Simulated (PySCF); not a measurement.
**Structure from NMR data**

An unknown has the formula C₅H₁₂N₂Si₂. Its calculated NMR data are:

¹H NMR (400 MHz, computed): δ 7.38 (m, 2H), 7.33 (m, 2H), 5.27 (m, 1H), 5.01 (m, 1H), 2.86 (s, 3H), 0.17 (br s, 2H), -0.09 (br s, 1H).

¹³C{¹H} NMR (computed): δ 156.0 (CH), 154.2 (CH), 31.8 (CH3).

[PySCF: geometry: GFN2-xTB; σ from GIAO-PBE0/pcSseg-1; one conformer; no relativistic terms; rapidly exchanging positions averaged; no solvent model]

Chemical shifts δ = σref − σ; ¹H and ¹³C vs TMS, all at this level.

Q: Deduce the structure.

A: 
The formula gives 3 degrees of unsaturation (1 ring in the answer). 3 carbon signals for 5 carbons: some carbons are equivalent by symmetry or fast rotation. Carbon types of the structure: 4 × CH, 1 × CH3, leaving 5 H on heteroatoms. δC 156.0, 154.2: alkene CH; the olefinic region. δC 31.8: methyl carbon bonded to N; pulled downfield by the heteroatom. δH 7.38, 7.33: hydrogen on an alkene CH; a vinylic proton, deshielded by the sp2 carbon and the C=C anisotropy. δH 5.27, 5.01: hydrogen on a silicon bonded to 2 C, N, in a 6-membered ring. δH 2.86: hydrogen on a methyl carbon bonded to N; its carbon carries N, hence the downfield position. δH 0.17: hydrogen on a nitrogen bonded to Si; labile proton, position sensitive to the medium. δH -0.09: hydrogen on a nitrogen bonded to C, Si; exchangeable, gas-phase position.

Structure: `InChI=1S/C5H12N2Si2/c1-7-9-4-2-8(6)3-5-9/h2-5,7-9H,6H2,1H3/t8-,9-`.

The data come from this structure; uniqueness wasn't tested.

OH and NH positions are those of a molecule without intermolecular hydrogen bonds; in solution they move with solvent, concentration and temperature, and exchange usually removes their couplings. Shifts are as computed. Against solution values, carbons near 30 ppm lie about +3 ppm off and those near 130 ppm about +5 ppm. Of 1211 compounds with measured shifts, 218 miss one by over three times the rms of a fit or turn the order of signals round; such compounds aren't used in these exercises. No couplings were computed; multiplicities are counted from neighbouring protons, with m where these are inequivalent, close in shift, in a saturated or five-membered ring or joined by F or P, and br s for small geminal =CH2 splittings.
